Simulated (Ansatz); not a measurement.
Consider the cleavage of the Si–Si bond: `C[Si](O)(O)[SiH3]` + `[OH][Sc]([OH])[OH]` → `[OH][Sc]([OH])[O][SiH3]` + `C[SiH](O)O`.

Gas-phase electronic energies from Ansatz, PBE0-D4/def2-TZVP geometries. CCSD(T)/CBS adds triple-zeta CCSD(T) − MP2 to the extrapolated MP2 energy (def2 sets, frozen cores). DFT in def2-TZVPP. B3LYP here is the variant with VWN-RPA as its local correlation; programs differ in this. For Sc outer-core shells are correlated without core-valence functions, which leaves a few kJ/mol of doubt a bond. Scalar relativity is left out up to krypton. One conformer a species, not always the lowest.

Task: Is it downhill or uphill in electronic energy at CCSD(T)/CBS, and by how much? (Best estimate.)

Result: The calculation gave: Downhill: ΔE = -1.37 eV.

Task: What do these levels give: PBE-D4, B3LYP-D4, ωB97M-V, B2PLYP, PBE, PBE0, B3LYP, HF/def2-TZVPP, CCSD/def2-TZVPP, HF/def2-QZVPP, SCS-MP2/def2-QZVPP, CCSD/CBS(def2)? (An estimate is asked.)

Result: Computed: PBE-D4 -1.06, B3LYP-D4 -1.31, ωB97M-V -1.36, B2PLYP -1.42, PBE -1.10, PBE0 -1.20, B3LYP -1.37, HF/def2-TZVPP -1.67, CCSD/def2-TZVPP -1.42, HF/def2-QZVPP -1.70, SCS-MP2/def2-QZVPP -1.51, CCSD/CBS(def2) -1.41 eV.

Largest T1 diagnostic among the species: 0.016.

The D4 term adds +0.06 eV with B3LYP and +0.03 eV with PBE0; it sums over pairs of atoms, weighted by their polarisabilities, and B3LYP, whose exchange is more repulsive, gets the larger term. From PBE to PBE0 (25 % exact exchange), in def2-TZVPP and without D4, ΔE moves by −0.10 eV. In def2-TZVPP, CCSD(T) changes the Hartree–Fock value by +0.29 eV (the triples alone add +0.04 eV) and MP2 by +0.22 eV.
